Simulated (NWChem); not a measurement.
Molecule: C2H6Si, singlet; SMILES C[Si]C

```xyz
9

Si     0.0000     0.0000     0.7568
C     -1.4384     0.0233    -0.4951
H     -2.4102    -0.2468    -0.0552
H     -1.2631    -0.5777    -1.4038
H     -1.5189     1.0780    -0.8300
C      1.4384    -0.0233    -0.4951
H      1.2631     0.5777    -1.4038
H      1.5189    -1.0780    -0.8300
H      2.4102     0.2468    -0.0552
```
Atoms are numbered in this order, from 1.

All runs: NWChem. Pople sets run with spherical d functions. Low-valent species are run as closed-shell singlets; no triplet was tried in these runs. All runs use the structure optimised with PBE0/def2-SVP. GIAO values for the isolated, static molecule; σ is the absolute isotropic shielding, δ = σ(reference) − σ with the isolated reference molecule computed at the same levels (13C: tetramethylsilane, 1H: tetramethylsilane, 29Si: tetramethylsilane).

For level B3LYP/6-311G**:

| Item | Result |
|---|---|
| δ Si1 (ppm) | 794.4 |
| δ C2 (ppm) | 40.9 |
| δ H3 (rotor mean) (ppm) | 1.77 |

Question: How do the values read with level KT2/pcSseg-1 instead?

Answer: The δ Si1 (ppm) is 766.5, the δ C2 (ppm) comes out as 44.0 and the δ H3 (rotor mean) (ppm) is 1.89.
